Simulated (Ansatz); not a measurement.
Frontier orbitals of `N[CH2][Al]([Cl])[I]`.

The species carries charge 0 and has multiplicity 1. Correlated methods include outer-core shells of I, which these sets cover unevenly. I takes the def2 core potential. The geometry is a stationary point of PBE0-D4/def2-TZVP. It is one conformer, not always the lowest. Basis def2-TZVPP, Ansatz 0.2.0.

```json
{"functional": "LDA (SPW92)", "HOMO (eV)": "-5.50", "LUMO (eV)": "-2.30", "gap (eV)": "3.20"}
{"functional": "PBE", "HOMO (eV)": "-5.33", "LUMO (eV)": "-2.05", "gap (eV)": "3.28"}
{"functional": "revPBE", "HOMO (eV)": "-5.27", "LUMO (eV)": "-1.94", "gap (eV)": "3.33"}
{"functional": "PBE0", "HOMO (eV)": "-6.62", "LUMO (eV)": "-1.33", "gap (eV)": "5.29"}
{"functional": "BHLYP", "HOMO (eV)": "-7.86", "LUMO (eV)": "-0.53", "gap (eV)": "7.33"}
{"functional": "LC-ωPBE", "HOMO (eV)": "-9.31", "LUMO (eV)": "0.66", "gap (eV)": "9.97"}
{"functional": "ωB97M-V", "HOMO (eV)": "-8.87", "LUMO (eV)": "0.33", "gap (eV)": "9.20"}
```

A quarter of exact exchange (PBE0) shifts PBE's HOMO by −1.29 eV and its LUMO by +0.72 eV; full exchange at long range (ωB97M-V) shifts them by −3.54 and +2.38 eV. The gap opens from 3.28 to 9.20 eV, since occupied levels lose self-interaction and empty ones feel all the electrons. A positive LUMO is unbound and depends on the basis.

LC-ωPBE has ω = 0.4 bohr⁻¹.
